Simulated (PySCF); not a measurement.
A PySCF script (with the pyscf-properties extension) for the NMR shieldings of SMILES C[O][AlH2-][CH]1CC1, [C$_{4}$H$_{10}$AlO]-, on a GFN2-xTB geometry:

```python
import basis_set_exchange as bse
import numpy as np
from pyscf import gto, dft
from pyscf.prop import nmr

atoms = """
C    -3.184284    0.484849   -0.219532
O    -1.926971   -0.051432   -0.179806
Al   -0.393746   -0.762187   -0.149273
C     1.159773    0.558292    0.021364
C     2.411858   -0.281763   -0.019518
C     1.987260    0.340876    1.263064
H    -3.874080   -0.063838    0.440862
H    -3.602924    0.448260   -1.237519
H    -3.183866    1.538188    0.101226
H    -0.179511   -1.587977   -1.514237
H    -0.304052   -1.738742    1.128492
H     1.320973    1.555579   -0.407145
H     3.314462    0.083774   -0.502922
H     2.274577   -1.352626   -0.120427
H     1.584386   -0.314746    2.025820
H     2.588545    1.152437    1.666715
"""
names = dict.fromkeys(["C", "O", "Al", "H"], "pcSseg-1")
basis = {el: gto.basis.parse(bse.get_basis(n, elements=[el], fmt="nwchem")) for el, n in names.items()}
mol = gto.M(atom=atoms, basis=basis, charge=-1, verbose=0)
mf = dft.RKS(mol, xc="PBE0")
mf.grids.level = 2
mf.grids.alignment = dft.numint.BLKSIZE   # the property module wants whole blocks of grid points
mf.conv_tol = 1e-9
mf.kernel()

calc = nmr.RKS(mf)   # GIAO
C = mf.mo_coeff
Co = C[:, mf.mo_occ > 0]
resp = mf.gen_response(singlet=True, hermi=2)
def vind(x):   # induced exchange potential for any number of trial vectors
    d = np.einsum("pi,xij,qj->xpq", C, 2 * x.reshape(-1, C.shape[1], Co.shape[1]), Co, optimize=True)
    return np.einsum("xpq,pi,qj->xij", resp(d - d.transpose(0, 2, 1)), C, Co, optimize=True).ravel()
mo1, _ = nmr.rhf.solve_mo1(calc, with_cphf=vind)
sigma = calc.kernel(mo1)
for i, s in enumerate(sigma):   # ppm
    print("%2d %-2s %9.2f" % (i, mol.atom_pure_symbol(i), np.trace(s) / 3))
```

**Question.** What does it print?

**Answer.** 
```
 0 C     132.02
 1 O     334.46
 2 Al    460.47
 3 C     195.84
 4 C     188.64
 5 C     181.38
 6 H      27.47
 7 H      27.43
 8 H      27.41
 9 H      27.72
10 H      28.52
11 H      33.15
12 H      31.95
13 H      32.38
14 H      31.81
15 H      31.80
```

These numbers come from an equivalent density-fitted implementation of the same equations, which agrees with the script to about 0.01 ppm for H and up to a few tenths of a ppm for heavy atoms, so last digits may differ.

Size and cost of the density-fitted run: 159 basis functions, 35 s wall time on 1 thread of an Arm Neoverse N1, shared host.
